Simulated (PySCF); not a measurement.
## Hg (mercury, neutral) across methods

[Xe] 4f14 5d10 6s1 7s1, high-spin 3S determinant (an excited configuration). Computed with PySCF 2.14 in aug-cc-pVTZ-PP with ECP60MDF, with a scalar-relativistic core potential.

```csv
method,E (hartree),mean ε 5d β (eV),mean ε 6s α (eV),mean ε 7s α (eV),Σ⟨r²⟩ (bohr²),⟨S²⟩
wB97X,-153.2563,-19.132,-13.868,-2.692,109.5,2.000
PBE,-153.2640,-14.758,-11.233,-1.746,108.3,2.001
PBE0,-153.2312,-16.609,-12.051,-2.000,108.5,2.001
wB97X-V,-153.1931,-19.105,-14.023,-2.630,108.7,2.000
UHF,-152.31956,-21.215,-13.702,-2.486,109.9,2.002
LDA,-152.9940,-14.965,-11.580,-1.725,107.6,2.001
r2SCAN,-153.2913,-15.085,-11.506,-1.682,108.2,2.002
r2SCANh,-153.2702,-15.797,-11.835,-1.775,108.2,2.002
```

Energies and moments cover only the electrons outside the core potential. Spin-orbit coupling, which splits the p, d and f shells strongly at this Z, is absent. The outer electron is Rydberg-like, and this basis confines it to a smaller radius and binds it less than a complete one would.
